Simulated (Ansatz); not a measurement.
These are Ansatz (a first-principles code) with PBE0-D3(BJ)/def2-TZVP values and carry that method's errors. No frequencies were computed at this level.

Ansatz 0.2 input:
```yaml
crystal:
  periodic: [false, false, false]
  atoms:
    - { symbol: C, position_ang: [-0.052447, 0.970046, 0.114921] }
    - { symbol: Si, position_ang: [1.170394, -0.504095, -0.040278] }
    - { symbol: Si, position_ang: [-1.109558, -0.621114, -0.093024] }
    - { symbol: H, position_ang: [-0.071061, 1.695157, -0.689151] }
    - { symbol: H, position_ang: [-0.100911, 1.485613, 1.065976] }
    - { symbol: H, position_ang: [2.013383, -0.514266, -1.233299] }
    - { symbol: H, position_ang: [1.97295, -0.798136, 1.144407] }
    - { symbol: H, position_ang: [-1.931595, -0.998537, 1.054077] }
    - { symbol: H, position_ang: [-1.891154, -0.714668, -1.323629] }
basis:
  gaussian: { orbitals: def2-tzvp }
hamiltonian:
  xc: pbe0
  dispersion: d3bj
relax:
  max_steps: 150
```

Output:

```
Functional definition: PBE0
980 factors; their error is unknown
mean field evaluation 1: about -16875.0121 eV, gradient 5.2e1 eV
mean field evaluation 2: about -16866.4624 eV, gradient 7.0e1 eV
mean field evaluation 4: about -16881.5484 eV, gradient 1.2e0 eV
mean field evaluation 8: about -16881.6177 eV, gradient 1.2e-2 eV
mean field -16881.61770917 eV, -620.3880080406 hartree, gradient 5.0e-5 eV, S^2 0.000000; 0 other end points of the search recorded, 0 dependent functions left out
reference -16881.61774324 eV, -620.3880092926 hartree; 20, 20 occupied and 121, 121 virtual orbitals, 980 factors
relax step   1: F+E_penalty+E_count = -16881.78337367 eV  Δ(F+E_penalty+E_count) = +0.000e0 eV  max|allowed force component| = 8.612e-1 eV/Å  Δτ_max = 0.0000 Å  (26 SCF iters, accepted)
these checks for a lower state are left out or cut short: starts, cluster_reference, orbital_swaps, neighbouring_geometries, increment
980 factors; their error is unknown
mean field evaluation 16: about -16881.5848 eV, gradient 2.8e0 eV
mean field -16881.66878895 eV, -620.3898851878 hartree, gradient 7.9e-6 eV, S^2 0.000000; 0 other end points of the search recorded, 0 dependent functions left out
reference -16881.66882329 eV, -620.3898864497 hartree; 20, 20 occupied and 121, 121 virtual orbitals, 980 factors
relax step   2: F+E_penalty+E_count = -16881.83521327 eV  Δ(F+E_penalty+E_count) = -5.184e-2 eV  max|allowed force component| = 2.957e-1 eV/Å  Δτ_max = 0.0729 Å  (30 SCF iters, accepted)
these checks for a lower state are left out or cut short: starts, cluster_reference, orbital_swaps, neighbouring_geometries, increment
980 factors; their error is unknown
mean field -16881.67189776 eV, -620.3899994343 hartree, gradient 7.0e-6 eV, S^2 0.000000; 0 other end points of the search recorded, 0 dependent functions left out
reference -16881.67193203 eV, -620.3900006941 hartree; 20, 20 occupied and 121, 121 virtual orbitals, 980 factors
relax step   3: F+E_penalty+E_count = -16881.83846596 eV  Δ(F+E_penalty+E_count) = -3.253e-3 eV  max|allowed force component| = 5.379e-2 eV/Å  Δτ_max = 0.0109 Å  (31 SCF iters, accepted)
these checks for a lower state are left out or cut short: starts, cluster_reference, orbital_swaps, neighbouring_geometries, increment
980 factors; their error is unknown
mean field evaluation 32: about -16881.6068 eV, gradient 2.6e-1 eV
mean field -16881.67198522 eV, -620.3900026486 hartree, gradient 1.0e-5 eV, S^2 0.000000; 0 other end points of the search recorded, 0 dependent functions left out
reference -16881.67201950 eV, -620.3900039082 hartree; 20, 20 occupied and 121, 121 virtual orbitals, 980 factors
relax step   4: F+E_penalty+E_count = -16881.83856732 eV  Δ(F+E_penalty+E_count) = -1.014e-4 eV  max|allowed force component| = 1.744e-3 eV/Å  Δτ_max = 0.0026 Å  (24 SCF iters, accepted)
980 factors; their error is unknown
mean field -16881.67198522 eV, -620.3900026486 hartree, gradient 1.1e-5 eV, S^2 0.000000; 1 other end points of the search recorded, 0 dependent functions left out
reference -16881.67201950 eV, -620.3900039082 hartree; 20, 20 occupied and 121, 121 virtual orbitals, 980 factors
Total energy: -16881.83860159 eV, -620.3961256874 hartree
Atom 0 at    -0.052996     0.980196     0.116123 Å, force     0.000094    -0.001744    -0.000207 eV/Å
Atom 1 at     1.150819    -0.478097    -0.037507 Å, force    -0.001461    -0.001194    -0.000167 eV/Å
Atom 2 at    -1.092895    -0.593256    -0.089415 Å, force     0.001582    -0.001037    -0.000097 eV/Å
Atom 3 at    -0.070728     1.695157    -0.703556 Å, force    -0.000097     0.001432     0.001016 eV/Å
Atom 4 at    -0.101061     1.482222     1.079978 Å, force    -0.000069     0.001632    -0.000653 eV/Å
Atom 5 at     1.964789    -0.527416    -1.274557 Å, force    -0.000346     0.000192     0.000179 eV/Å
Atom 6 at     1.923052    -0.820433     1.179758 Å, force    -0.000340     0.000230    -0.000141 eV/Å
Atom 7 at    -1.881362    -1.015695     1.091745 Å, force     0.000321     0.000264    -0.000125 eV/Å
Atom 8 at    -1.839618    -0.722679    -1.362570 Å, force     0.000316     0.000226     0.000195 eV/Å
Dipole moment:    -0.005159     0.095421     0.011304 e Å
```

Cost: around 13 core-seconds (rough).
